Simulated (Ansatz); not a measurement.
Ansatz (a quantum-chemistry and plane-wave program) input file for F4Te, SMILES F[Te](F)(F)F (connectivity only; charge and spin as stated), charge -1, multiplicity 2, ωB97X-V/def2-TZVPD. Coordinates come from a B3LYP-D3(BJ)/def2-SVPD optimisation. The multiplicity is an assumed one; other spin states were not compared. The isomer is the one that the SMILES or the coordinates give; other isomers of the formula were not compared. The def2 effective core potentials stand for the cores of Te; spin–orbit coupling is left out.

Ansatz 0.2 input:
```yaml
crystal:
  periodic: [false, false, false]
  atoms:
    - {symbol: Te, position_ang: [0.00000000, 0.00000001, -0.34502879]}
    - {symbol: F, position_ang: [-2.05044957, 0.00000000, -0.23425346]}
    - {symbol: F, position_ang: [-0.00000002, 1.27302817, 1.23100330]}
    - {symbol: F, position_ang: [2.05044957, 0.00000001, -0.23425344]}
    - {symbol: F, position_ang: [-0.00000001, -1.27302822, 1.23100325]}
basis:
  gaussian:
    orbitals: def2-TZVPD
hamiltonian:
  xc: {name: wB97X-V}
total_charge: -1
magnetization: {spin_polarized: true, initial_magnetization: 1}
```

Log of the run:

```
WARN ansatz: RAYON_NUM_THREADS=1 ignored (pool sized by the plan → 1); use --threads N
Functional definition: wB97X-V
integrals: 0.20 GiB planned
1262 factors; their error is unknown
integrals: 0.24 GiB planned
320 factors; integrals over basis functions are off by at most 2.6e-5 eV
mean field: 2.06 GiB planned
mean field evaluation 1: about -18161.4794 eV, gradient 2.7e1 eV
mean field evaluation 2: about -18161.7370 eV, gradient 3.1e1 eV
mean field evaluation 4: about -18164.4161 eV, gradient 1.0e0 eV
mean field evaluation 8: about -18164.4278 eV, gradient 8.2e-2 eV
mean field evaluation 16: about -18164.5425 eV, gradient 1.9e-4 eV
mean field -18164.54251175 eV, -667.5346249376 hartree, gradient 8.4e-5 eV, S^2 0.754910; 0 other end points of the search recorded, 0 dependent functions left out
reference -18164.54251124 eV, -667.5346249188 hartree; 31, 30 occupied and 188, 189 virtual orbitals, 1262 factors
Total energy: -18164.54251124 eV, -667.5346249188 hartree
```

The calculation finished and met its thresholds.
